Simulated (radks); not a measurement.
Results of a calculation; reference values are marked as such.
Ionisation of Ta16+, [Kr] 4d10 4f11, to Ta17+, [Kr] 4d10 4f10, under several functionals. Dirac Kohn-Sham, spin-unpolarised, spherical densities, finite nucleus; open shells fill j = l - 1/2 first; a radial shooting solver on a logarithmic mesh with Libxc functionals.

functional	E(Ta16+) (hartree)	Exc (hartree)	IE (eV)	-e(HOMO) (eV)	<r> HOMO (bohr)	IE error (eV)
PBEsol	-15527.4693	-299.7166	380.35	361.63	0.5445	-15.6
BP86	-15534.0544	-306.3726	380.41	361.68	0.5443	-15.6
SOGGA	-15526.9861	-299.2314	380.21	361.49	0.5446	-15.8
exchange-only B88	-15529.8965	-302.1712	378.59	359.88	0.5452	-17.4
exchange-only LDA	-15516.1605	-288.3013	378.35	359.66	0.5453	-17.6

NIST Atomic Spectra Database: 396 eV (theoretical). Closest: BP86. The Delta-SCF values span 2.05 eV, the total energies 17.89 hartree. The highest occupied level is 4f7/2. Spin polarisation and multiplet splitting are left out, so open shells lie too high by an amount that depends on their filling.

Beside tabulated values, note that spin-unpolarised runs miss the spin-polarisation part of the exchange energy of open shells.
